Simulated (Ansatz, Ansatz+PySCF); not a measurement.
```tsv
atom	x (Å)	y (Å)	z (Å)
B	0.0000	0.0000	0.0000
S	0.0000	0.0000	1.7699
```

Basis set: def2-SVP (spherical functions). Correlated methods keep 6 orbitals frozen. Correlation on ROHF uses semicanonical orbitals with singles. Charge 0, multiplicity 2.

Computed with Ansatz (development build ahead of 0.2.0); each method stands on the lowest determinant of its kind that the runs found.

Q: Give the atomization energy at this shape (free ground-state atoms in the same class of orbitals less the molecule, no zero-point energy) of doublet BS by ROHF-CCSD(T), UHF-CCSD(T), ROHF-MP2, UHF-MP2, ROHF, UHF.

A:

| method | atomization energy |
| --- | --- |
| ROHF-CCSD(T) | 120.04 kcal/mol |
| UHF-CCSD(T) | 119.45 kcal/mol |
| ROHF-MP2 | 125.57 kcal/mol |
| UHF-MP2 | 124.65 kcal/mol |
| ROHF | 86.12 kcal/mol |
| UHF | 85.19 kcal/mol |

Caution: the shape is not the minimum. Caution for UHF-CCSD(T), UHF-MP2, UHF: the unrestricted determinant is spin contaminated.
